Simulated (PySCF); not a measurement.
CH$_{8}$BGeN, CH$_{6}$BGeN, B$_{2}$GeH$_{5}$O, B$_{2}$GeH$_{5}$ and others (calculated)

Computed with PySCF 2.14.0. Calculation on a computer-drawn molecule: the log of a Hartree-Fock and frozen-core CCSD(T) single point meant for a local Hartree-Fock minimum, with one planted fault or none, to be diagnosed. Offsets are logged minus clean, where the clean run is the same molecule without the fault. The reference is restricted for singlets and unrestricted otherwise, and also for a bond in bohr or an excited solution. Adding or removing an electron swaps singlet and doublet. The excited solution moves the top pair (singlet) or top alpha electron (doublet) to the lowest empty orbital. Highest occupied and lowest empty are orbital energies over both spins, largest force is the largest gradient component, triples share is (T) over the correlation energy, the T1 limit is 0.02 restricted and 0.045 unrestricted, electrons count all cores, a negative frequency is imaginary (commonest isotopes), and the dipole is about the centre of nuclear charge; on germanium a core potential holds 10 electrons, which the energies leave out, and 3d is frozen in MP2 and coupled-cluster steps.

Common to all runs: meant multiplicity 1; meant basis and core potential on germanium cc-pVDZ-PP ECP10MDF; logged SCF converged yes; possible faults no fault, one electron removed, one electron added, multiplicity raised by two, geometry at a saddle point, SCF held on an excited solution, minimal basis STO-3G, one bond length entered in bohr, all coordinates scaled.

```json
{"entry": 1, "formula": "CH8BGeN", "logged_structure": {"atoms_angstrom": [["B", -2.9631, -1.1715, -0.4568], ["N", -1.6684, -1.0756, -0.6544], ["C", -0.9986, -0.0725, -1.312], ["Ge", 0.1191, 0.9144, -0.1785], ["H", -3.3667, -2.0648, 0.119], ["H", -3.6554, -0.3652, -0.862], ["H", -1.1048, -1.7535, -0.3099], ["H", -1.69, 0.5687, -1.7282], ["H", -0.4368, -0.4566, -2.0913], ["H", 1.0322, 0.01, 0.4992], ["H", -0.675, 1.6092, 0.8148], ["H", 0.8913, 1.877, -0.9431]]}, "given": {"meant_charge": 0, "meant_basis": "cc-pVDZ", "logged_electrons": 58, "logged_basis_functions": 105, "logged_spin_squared": 0.0, "logged_highest_occupied [eV]": -10.265, "logged_lowest_empty [eV]": 4.0842, "logged_largest_force [hartree/bohr]": 0.046395, "logged_T1_diagnostic": 0.011803, "logged_D1_diagnostic": 0.044569, "logged_triples_share": 0.025752, "logged_CC_converged": "yes", "logged_dipole_magnitude [debye]": 1.6445, "logged_SCF_stable_within_its_kind": "yes", "logged_energy_HF [hartree]": -415.01735, "logged_energy_CCSD(T) [hartree]": -415.58649, "drawn_bonds_atom": [1, 2, 3, 1, 1, 2, 3, 3, 4, 4, 4], "drawn_bonds_other_atom": [2, 3, 4, 5, 6, 7, 8, 9, 10, 11, 12], "drawn_bonds_order": [1, 1, 1, 1, 1, 1, 1, 1, 1, 1, 1]}, "results": {"planted_fault": "all coordinates scaled, by -5.4 %", "HF_energy_offset_from_clean_run [kcal/mol]": 22.77, "CCSD(T)_energy_offset_from_clean_run [kcal/mol]": 29.05}}
{"entry": 2, "formula": "CH6BGeN", "logged_structure": {"atoms_angstrom": [["B", -2.2671, 0.946, -1.0731], ["N", -1.4338, 0.0964, -0.3327], ["C", -1.5092, -0.1542, 1.0313], ["Ge", -0.3456, -1.0196, 2.0816], ["H", -3.1361, 1.5512, -0.5111], ["H", -2.0854, 1.0384, -2.2545], ["H", -0.7164, -0.4068, -0.8155], ["H", -2.3235, 0.3696, 1.518], ["H", -0.7508, -1.2897, 3.5135], ["H", 0.7471, -1.8898, 1.4874]]}, "given": {"meant_charge": 0, "meant_basis": "cc-pVDZ", "logged_electrons": 56, "logged_basis_functions": 95, "logged_spin_squared": 2.024, "logged_highest_occupied [eV]": -6.1388, "logged_lowest_empty [eV]": 0.86108, "logged_largest_force [hartree/bohr]": 0.078556, "logged_T1_diagnostic": 0.02135, "logged_D1_diagnostic": 0.10321, "logged_triples_share": 0.028875, "logged_CC_converged": "yes", "logged_dipole_magnitude [debye]": 0.77247, "logged_SCF_stable_within_its_kind": "yes", "logged_energy_HF [hartree]": -413.79162, "logged_energy_CCSD(T) [hartree]": -414.31236, "drawn_bonds_atom": [1, 2, 3, 1, 1, 2, 3, 4, 4], "drawn_bonds_other_atom": [2, 3, 4, 5, 6, 7, 8, 9, 10], "drawn_bonds_order": [1, 1, 2, 1, 1, 1, 1, 1, 1]}, "results": {"planted_fault": "multiplicity raised by two", "HF_energy_offset_from_clean_run [kcal/mol]": 24.87, "CCSD(T)_energy_offset_from_clean_run [kcal/mol]": 48.93}}
{"entry": 3, "formula": "B2GeH5O", "logged_structure": {"atoms_angstrom": [["B", 1.4735, 0.8455, 1.5633], ["B", -0.1714, 0.6458, 1.2626], ["Ge", -1.0426, 1.0333, -0.5921], ["O", -0.9838, -0.2843, -1.6817], ["H", 1.8858, 1.8993, 1.9498], ["H", 2.2216, -0.07, 1.3893], ["H", -0.9835, 0.2729, 2.0548], ["H", -1.7322, 2.263, -1.156], ["H", -1.3709, -0.2393, -2.5509]]}, "given": {"meant_charge": 1, "meant_basis": "cc-pVDZ", "logged_electrons": 54, "logged_basis_functions": 90, "logged_spin_squared": 0.0, "logged_highest_occupied [eV]": -16.753, "logged_lowest_empty [eV]": -4.8019, "logged_largest_force [hartree/bohr]": 7.8806e-06, "logged_lowest_frequency [cm^-1]": 66.944, "logged_T1_diagnostic": 0.01911, "logged_D1_diagnostic": 0.066125, "logged_triples_share": 0.026182, "logged_CC_converged": "yes", "logged_dipole_magnitude [debye]": 2.0779, "logged_SCF_stable_within_its_kind": "yes", "logged_energy_HF [hartree]": -420.22595, "logged_energy_CCSD(T) [hartree]": -420.70316, "drawn_bonds_atom": [1, 2, 3, 1, 1, 2, 3, 4], "drawn_bonds_other_atom": [2, 3, 4, 5, 6, 7, 8, 9], "drawn_bonds_order": [1, 1, 1, 1, 1, 1, 1, 1]}, "results": {"planted_fault": "no fault", "HF_energy_offset_from_clean_run [kcal/mol]": 0.0, "CCSD(T)_energy_offset_from_clean_run [kcal/mol]": 0.0}}
{"entry": 4, "formula": "B2GeH5", "logged_structure": {"atoms_angstrom": [["B", -1.0414, 1.8701, -1.7753], ["B", 0.0186, 2.3043, -0.5393], ["Ge", 1.5917, 1.1416, 0.1352], ["H", -2.0447, 1.2742, -1.5158], ["H", -0.7886, 2.1665, -2.9055], ["H", -0.0509, 3.3381, 0.0606], ["H", 2.9949, 1.2272, -0.4381], ["H", 1.4587, 0.1377, 1.2664]]}, "given": {"meant_charge": 1, "meant_basis": "cc-pVDZ", "logged_electrons": 47, "logged_basis_functions": 76, "logged_spin_squared": 0.7668, "logged_highest_occupied [eV]": -7.1222, "logged_lowest_empty [eV]": 1.3423, "logged_largest_force [hartree/bohr]": 0.0095852, "logged_T1_diagnostic": 0.014787, "logged_D1_diagnostic": 0.037622, "logged_triples_share": 0.025683, "logged_CC_converged": "yes", "logged_dipole_magnitude [debye]": 0.95141, "logged_SCF_stable_within_its_kind": "yes", "logged_energy_HF [hartree]": -345.55798, "logged_energy_CCSD(T) [hartree]": -345.86051, "drawn_bonds_atom": [1, 2, 1, 1, 2, 3, 3], "drawn_bonds_other_atom": [2, 3, 4, 5, 6, 7, 8], "drawn_bonds_order": [1, 1, 1, 1, 1, 1, 1]}, "results": {"planted_fault": "one electron added", "HF_energy_offset_from_clean_run [kcal/mol]": -147.4, "CCSD(T)_energy_offset_from_clean_run [kcal/mol]": -157.0}}
{"entry": 5, "formula": "CH6B2Ge", "logged_structure": {"atoms_angstrom": [["B", -0.9481, 0.1254, 2.573], ["B", -0.3764, -0.592, 1.24], ["Ge", -1.1922, -0.4221, -0.5697], ["C", -0.5069, -1.2228, -1.9235], ["H", -0.5971, 1.1889, 2.8874], ["H", -1.7359, -0.3955, 3.252], ["H", 0.5699, -1.2648, 1.2682], ["H", -2.4023, 0.3929, -0.7942], ["H", 0.3523, -1.8141, -1.8195], ["H", -0.9054, -1.1587, -2.8906]]}, "given": {"meant_charge": 0, "meant_basis": "cc-pVDZ", "logged_electrons": 54, "logged_basis_functions": 95, "logged_spin_squared": 0.0, "logged_highest_occupied [eV]": -8.3728, "logged_lowest_empty [eV]": 0.92144, "logged_largest_force [hartree/bohr]": 0.027571, "logged_T1_diagnostic": 0.016379, "logged_D1_diagnostic": 0.05732, "logged_triples_share": 0.034376, "logged_CC_converged": "yes", "logged_dipole_magnitude [debye]": 0.5595, "logged_SCF_stable_within_its_kind": "yes", "logged_energy_HF [hartree]": -383.98697, "logged_energy_CCSD(T) [hartree]": -384.45075, "drawn_bonds_atom": [1, 2, 3, 1, 1, 2, 3, 4, 4], "drawn_bonds_other_atom": [2, 3, 4, 5, 6, 7, 8, 9, 10], "drawn_bonds_order": [1, 1, 2, 1, 1, 1, 1, 1, 1]}, "results": {"planted_fault": "all coordinates scaled, by -3.3 %", "HF_energy_offset_from_clean_run [kcal/mol]": 6.432, "CCSD(T)_energy_offset_from_clean_run [kcal/mol]": 9.923}}
{"entry": 6, "formula": "CH6B2Ge", "logged_structure": {"atoms_angstrom": [["B", -0.9805, 0.1297, 2.6608], ["B", -0.3892, -0.6122, 1.2823], ["Ge", -1.2328, -0.4365, -0.5891], ["C", -0.5242, -1.2646, -1.9891], ["H", -0.6175, 1.2295, 2.9859], ["H", -1.7952, -0.409, 3.363], ["H", 0.5894, -1.308, 1.3115], ["H", -2.4842, 0.4063, -0.8213], ["H", 0.3643, -1.876, -1.8816], ["H", -0.9363, -1.1983, -2.9892]]}, "given": {"meant_charge": 0, "meant_basis": "cc-pVDZ", "logged_electrons": 54, "logged_basis_functions": 95, "logged_spin_squared": 0.0, "logged_highest_occupied [eV]": -4.5156, "logged_lowest_empty [eV]": -3.1216, "logged_largest_force [hartree/bohr]": 0.19803, "logged_CC_converged": "no", "logged_dipole_magnitude [debye]": 6.1404, "logged_SCF_stable_within_its_kind": "no", "logged_energy_HF [hartree]": -383.70937, "drawn_bonds_atom": [1, 2, 3, 1, 1, 2, 3, 4, 4], "drawn_bonds_other_atom": [2, 3, 4, 5, 6, 7, 8, 9, 10], "drawn_bonds_order": [1, 1, 2, 1, 1, 1, 1, 1, 1]}, "results": {"planted_fault": "SCF held on an excited solution", "HF_energy_offset_from_clean_run [kcal/mol]": 180.6}, "notes": ["CCSD not converged"]}
{"entry": 7, "formula": "CH6B2Ge", "logged_structure": {"atoms_angstrom": [["B", -3.3932, -0.1222, 1.7614], ["B", -2.3504, -1.0798, 0.8842], ["Ge", -0.8747, -2.3825, 1.6239], ["C", 0.6191, -1.0273, 1.6563], ["H", -3.1115, 1.0151, 2.0402], ["H", -4.4432, -0.5416, 2.1749], ["H", -2.4191, -1.1036, -0.3232], ["H", 1.5878, -1.5224, 1.7393], ["H", 0.4736, -0.4126, 2.5537], ["H", 0.6296, -0.3542, 0.7957]]}, "given": {"meant_charge": 0, "meant_basis": "cc-pVDZ", "logged_electrons": 54, "logged_basis_functions": 95, "logged_spin_squared": 0.0, "logged_highest_occupied [eV]": -5.2089, "logged_lowest_empty [eV]": -1.7815, "logged_largest_force [hartree/bohr]": 0.045173, "logged_CC_converged": "no", "logged_dipole_magnitude [debye]": 0.70319, "logged_SCF_stable_within_its_kind": "no", "logged_energy_HF [hartree]": -383.82521, "drawn_bonds_atom": [1, 2, 3, 1, 1, 2, 4, 4, 4], "drawn_bonds_other_atom": [2, 3, 4, 5, 6, 7, 8, 9, 10], "drawn_bonds_order": [1, 1, 1, 1, 1, 1, 1, 1, 1]}, "results": {"planted_fault": "SCF held on an excited solution", "HF_energy_offset_from_clean_run [kcal/mol]": 127.9}, "notes": ["CCSD not converged"]}
{"entry": 8, "formula": "CH6B2Ge", "logged_structure": {"atoms_angstrom": [["B", -3.3932, -0.1222, 1.7614], ["B", -2.3504, -1.0798, 0.8842], ["Ge", -0.8747, -2.3825, 1.6239], ["C", 0.6191, -1.0273, 1.6563], ["H", -3.1115, 1.0151, 2.0402], ["H", -4.4432, -0.5416, 2.1749], ["H", -2.4191, -1.1036, -0.3232], ["H", 1.5878, -1.5224, 1.7393], ["H", 0.4736, -0.4126, 2.5537], ["H", 0.6296, -0.3542, 0.7957]]}, "given": {"meant_charge": 0, "meant_basis": "cc-pVDZ", "logged_electrons": 53, "logged_basis_functions": 95, "logged_spin_squared": 0.7793, "logged_highest_occupied [eV]": -15.721, "logged_lowest_empty [eV]": -6.101, "logged_largest_force [hartree/bohr]": 0.028778, "logged_T1_diagnostic": 0.019382, "logged_D1_diagnostic": 0.058713, "logged_triples_share": 0.030055, "logged_CC_converged": "yes", "logged_dipole_magnitude [debye]": 0.41544, "logged_SCF_stable_within_its_kind": "yes", "logged_energy_HF [hartree]": -383.76979, "logged_energy_CCSD(T) [hartree]": -384.19843, "drawn_bonds_atom": [1, 2, 3, 1, 1, 2, 4, 4, 4], "drawn_bonds_other_atom": [2, 3, 4, 5, 6, 7, 8, 9, 10], "drawn_bonds_order": [1, 1, 1, 1, 1, 1, 1, 1, 1]}, "results": {"planted_fault": "one electron removed", "HF_energy_offset_from_clean_run [kcal/mol]": 162.7, "CCSD(T)_energy_offset_from_clean_run [kcal/mol]": 182.3}}
{"entry": 9, "formula": "CH8B2Ge", "logged_structure": {"atoms_angstrom": [["B", -0.2643, -0.2273, 1.806], ["B", 0.2846, -0.3434, 0.227], ["C", 1.7844, -0.1746, -0.2552], ["Ge", -1.1607, -0.8322, -1.235], ["H", -0.7139, 0.8024, 2.2397], ["H", -0.2871, -1.1807, 2.5412], ["H", 2.2102, -1.1897, -0.2309], ["H", 1.894, 0.1789, -1.2832], ["H", 2.4044, 0.4408, 0.401], ["H", -1.5905, 1.4697, -2.9596], ["H", -0.6639, -1.9864, -2.1224], ["H", -2.5295, -1.2419, -0.6684]]}, "given": {"meant_charge": 0, "meant_basis": "cc-pVDZ", "logged_electrons": 56, "logged_basis_functions": 105, "logged_spin_squared": 0.8716, "logged_highest_occupied [eV]": -8.5342, "logged_lowest_empty [eV]": 0.77126, "logged_largest_force [hartree/bohr]": 0.0062717, "logged_T1_diagnostic": 0.034962, "logged_D1_diagnostic": 0.16392, "logged_triples_share": 0.032373, "logged_CC_converged": "yes", "logged_dipole_magnitude [debye]": 1.2401, "logged_SCF_stable_within_its_kind": "yes", "logged_energy_HF [hartree]": -385.13032, "logged_energy_CCSD(T) [hartree]": -385.6053, "drawn_bonds_atom": [1, 2, 2, 1, 1, 3, 3, 3, 4, 4, 4], "drawn_bonds_other_atom": [2, 3, 4, 5, 6, 7, 8, 9, 10, 11, 12], "drawn_bonds_order": [1, 1, 1, 1, 1, 1, 1, 1, 1, 1, 1]}, "results": {"planted_fault": "one bond length entered in bohr, row 9 of the drawn bonds", "HF_energy_offset_from_clean_run [kcal/mol]": 60.53, "CCSD(T)_energy_offset_from_clean_run [kcal/mol]": 69.32}}
{"entry": 10, "formula": "B2ClGeH3", "logged_structure": {"atoms_angstrom": [["B", -1.0661, -0.3912, 0.2956], ["B", -1.0309, -1.1149, 1.8179], ["Cl", -0.9286, -2.9092, 1.8986], ["Ge", -1.1434, -0.3022, 3.7723], ["H", -2.1077, -0.154, -0.2547], ["H", -0.0526, -0.0654, -0.2604], ["H", 0.435, -0.1763, 3.8323]]}, "given": {"meant_charge": 0, "meant_basis": "cc-pV(D+d)Z", "logged_electrons": 62, "logged_basis_functions": 89, "logged_spin_squared": 0.0, "logged_highest_occupied [eV]": -8.6943, "logged_lowest_empty [eV]": 0.11811, "logged_largest_force [hartree/bohr]": 2.1251e-05, "logged_lowest_frequency [cm^-1]": 98.615, "logged_T1_diagnostic": 0.016389, "logged_D1_diagnostic": 0.050332, "logged_triples_share": 0.02944, "logged_CC_converged": "yes", "logged_dipole_magnitude [debye]": 1.259, "logged_SCF_stable_within_its_kind": "yes", "logged_energy_HF [hartree]": -803.96327, "logged_energy_CCSD(T) [hartree]": -804.40188, "drawn_bonds_atom": [1, 2, 2, 1, 1, 4], "drawn_bonds_other_atom": [2, 3, 4, 5, 6, 7], "drawn_bonds_order": [1, 1, 1, 1, 1, 1]}, "results": {"planted_fault": null}}
```

Q: B$_{2}$ClGeH$_{3}$ (entry 10): planted fault?
A: no fault

Further results for B$_{2}$ClGeH$_{3}$ (entry 10):

* HF energy offset from clean run: 0 kcal/mol
* CCSD(T) energy offset from clean run: 0 kcal/mol
